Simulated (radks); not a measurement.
Results of a calculation; reference values are marked as such.
Trend from Sc3+ to Zn3+: ionisation energy by Delta-SCF between NIST ground configurations, and size. Code: a radial shooting solver on a logarithmic mesh with Libxc functionals. Model: scalar-relativistic Kohn-Sham, PBEsol, spin-polarised, spherical densities, finite nucleus; open shells are filled with parallel spins first; Fermi nuclear charge, rms radius of each element as measured or else 0.836 A^(1/3) + 0.57 fm.

[
 {"species": "Sc3+", "configuration": "[Ar]", "IE (eV)": "73.422", "NIST (eV)": "73.489", "kind": "exp.", "-e(HOMO) (eV)": "64.511 (3p)", "outermost": "3p", "<r> outermost (bohr)": "1.13", "r at 0.001 e/bohr^3 (bohr)": "2.73"},
 {"species": "Ti3+", "configuration": "[Ar] 3d1", "IE (eV)": "43.512", "NIST (eV)": "43.267", "kind": "exp.", "-e(HOMO) (eV)": "35.139 (3d)", "outermost": "3d", "<r> outermost (bohr)": "1.26", "r at 0.001 e/bohr^3 (bohr)": "2.77"},
 {"species": "V3+", "configuration": "[Ar] 3d2", "IE (eV)": "46.599", "NIST (eV)": "46.709", "kind": "exp.", "-e(HOMO) (eV)": "37.833 (3d)", "outermost": "3d", "<r> outermost (bohr)": "1.17", "r at 0.001 e/bohr^3 (bohr)": "2.78"},
 {"species": "Cr3+", "configuration": "[Ar] 3d3", "IE (eV)": "49.530", "NIST (eV)": "49.16", "kind": "semi-emp.", "-e(HOMO) (eV)": "40.384 (3d)", "outermost": "3d", "<r> outermost (bohr)": "1.10", "r at 0.001 e/bohr^3 (bohr)": "2.77"},
 {"species": "Mn3+", "configuration": "[Ar] 3d4", "IE (eV)": "52.333", "NIST (eV)": "51.2", "kind": "semi-emp.", "-e(HOMO) (eV)": "42.819 (3d)", "outermost": "3d", "<r> outermost (bohr)": "1.03", "r at 0.001 e/bohr^3 (bohr)": "2.74"},
 {"species": "Fe3+", "configuration": "[Ar] 3d5", "IE (eV)": "55.031", "NIST (eV)": "54.91", "kind": "exp.", "-e(HOMO) (eV)": "45.156 (3d)", "outermost": "3d", "<r> outermost (bohr)": "0.976", "r at 0.001 e/bohr^3 (bohr)": "2.71"},
 {"species": "Co3+", "configuration": "[Ar] 3d6", "IE (eV)": "51.944", "NIST (eV)": "51.3", "kind": "semi-emp.", "-e(HOMO) (eV)": "42.364 (3d)", "outermost": "3d", "<r> outermost (bohr)": "0.957", "r at 0.001 e/bohr^3 (bohr)": "2.69"},
 {"species": "Ni3+", "configuration": "[Ar] 3d7", "IE (eV)": "55.029", "NIST (eV)": "54.9", "kind": "semi-emp.", "-e(HOMO) (eV)": "45.051 (3d)", "outermost": "3d", "<r> outermost (bohr)": "0.907", "r at 0.001 e/bohr^3 (bohr)": "2.67"},
 {"species": "Cu3+", "configuration": "[Ar] 3d8", "IE (eV)": "57.971", "NIST (eV)": "57.38", "kind": "semi-emp.", "-e(HOMO) (eV)": "47.616 (3d)", "outermost": "3d", "<r> outermost (bohr)": "0.863", "r at 0.001 e/bohr^3 (bohr)": "2.64"},
 {"species": "Zn3+", "configuration": "[Ar] 3d9", "IE (eV)": "60.796", "NIST (eV)": "59.57", "kind": "exp.", "-e(HOMO) (eV)": "50.079 (3d)", "outermost": "3d", "<r> outermost (bohr)": "0.823", "r at 0.001 e/bohr^3 (bohr)": "2.61"}
]

Reference values: NIST Atomic Spectra Database (exp. = measured, semi-emp. = semi-empirical, theory = theoretical value adopted there). Open shells are spherical and high-spin; term and fine-structure splittings are not resolved.
